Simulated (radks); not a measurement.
Ionisation of the gallium ion Ga21+, [Ne], to [He] 2s2 2p5 as the strength of local exchange is varied. Method: Dirac Kohn-Sham, Slater X-alpha exchange (alpha = 2/3 is LDA exchange), no correlation, spin-unpolarised, spherical densities, point nucleus; computed with a radial shooting solver on a logarithmic mesh with Libxc functionals.

alpha  E(Ga21+) (hartree)  exchange (hartree)  IE (eV)  -e of the level emptied (eV)  <r> of it (bohr)
0.581         -1674.33398           -39.64019   2002.3                1931.9 (2p3/2)            0.1882
0.667         -1680.20851           -45.61571   2016.9                1946.4 (2p3/2)            0.1876
0.724         -1684.10976           -49.59158   2026.7                1956.2 (2p3/2)            0.1872
0.854         -1693.03023           -58.70514   2048.9                1978.4 (2p3/2)            0.1863
1.004         -1703.36262           -69.29995   2074.7                2004.2 (2p3/2)            0.1852

NIST Atomic Spectra Database: 2010 eV (semi-empirical). The Delta-SCF value meets it near alpha = 0.63. Spin polarisation and multiplet splitting are left out, so open shells lie too high by an amount that depends on their filling. Sharing an open shell by 2j + 1 raises it above the true ground level by a part of the spin-orbit splitting, which enters the differences from NIST.

Beside tabulated values, note that spin-unpolarised runs miss the spin-polarisation part of the exchange energy of open shells.
